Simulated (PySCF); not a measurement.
# BSe⁺ from Hartree–Fock to correlated methods

State: ³Π (triplet), unpaired electrons σ ↑, π ↑. Set-up: basis B jorge-DZP-DKH, Se jorge-DZP-DKH; spin-free X2C with a Gaussian nucleus; PySCF 2.14. De refers to B⁺ + Se in their high-spin ground configurations, without counterpoise correction. The functionals are run spin-unrestricted. A positive dipole points towards Se; it is taken about the centre of mass and depends on that origin.

| Level | Re (Å) | ωe (cm⁻¹) | De (eV) | μ (D) | CPU s a point (SCF and correlation, without the integrals) |
| --- | --- | --- | --- | --- | --- |
| UHF | 1.829 | 800 | 1.82 | -4.01 | 0.34 |
| UHF-MP2 | 1.805 | 889 | 2.79 | n/a | 0.59 |
| UHF-SCS-MP2 | 1.816 | 858 | 2.52 | n/a | n/a |
| UHF-CCSD | 1.823 | 819 | 2.41 | n/a | n/a |
| UHF-CCSD(T) | 1.830 | 812 | 2.59 | n/a | 9.3 |
| PBE | 1.848 | 786 | 3.55 | -2.84 | 1.2 |
| TPSS | 1.847 | 782 | 3.36 | -2.96 | 1.8 |
| r²SCAN | 1.833 | 814 | 3.48 | -3.13 | 1.8 |
| M06-L | 1.832 | 811 | 3.44 | -2.86 | 1.8 |
| r²SCANh | 1.829 | 820 | 3.35 | -3.20 | 2 |
| PBE0 | 1.830 | 816 | 3.19 | -3.11 | 1.9 |

Problem. Which functional lies closest to UHF-CCSD(T) in De, which farthest, and by how much do they differ from it?

Solution. Closest is PBE0 (+0.0 pm in Re, +0.5 % in ωe, +0.60 eV in De against UHF-CCSD(T) in the same basis), farthest PBE (+1.8 pm in Re, -3.2 % in ωe, +0.96 eV in De). CCSD(T) converges more slowly with the basis than the functionals do and binds too weakly in this one, so the order can change at the basis-set limit.

Problem. What does a quarter of exact exchange do here, going from PBE to PBE0?

Solution. PBE0 less PBE: -1.8 pm in Re, +3.8 % in ωe, -0.36 eV in De. Exact exchange removes part of the self-interaction that spreads semilocal densities, and in most molecules shortens and stiffens the bond and lowers De; so it does here.

Problem. What does second-order correlation do here, going from UHF to UHF-MP2?

Solution. UHF-MP2 less UHF: -2.4 pm in Re, +11.1 % in ωe, +0.97 eV in De. Correlation nearly always deepens the well. The bond shortens, as in weak, metallic or heavy-atom bonds, where dispersion and the correlation of outer-core electrons pull the atoms together.

Correlated steps freeze 10 core orbitals. Correlated levels converge slowly with the basis: in double zeta they bind strong bonds too weakly, by up to about 1 eV, and carry superposition errors of some tenths. Spin–orbit coupling is left out. For an ion De counts to the pair picked by the measured ionisation energies or electron affinities, which need not be the lowest pair at this level. The state was picked by a PBE0 search and need not be the measured ground state.

The whole job (state search and all levels along the bond) took about 4.7 min on 1 thread of Arm Neoverse N1 (shared host), peak memory 0.75 GiB.
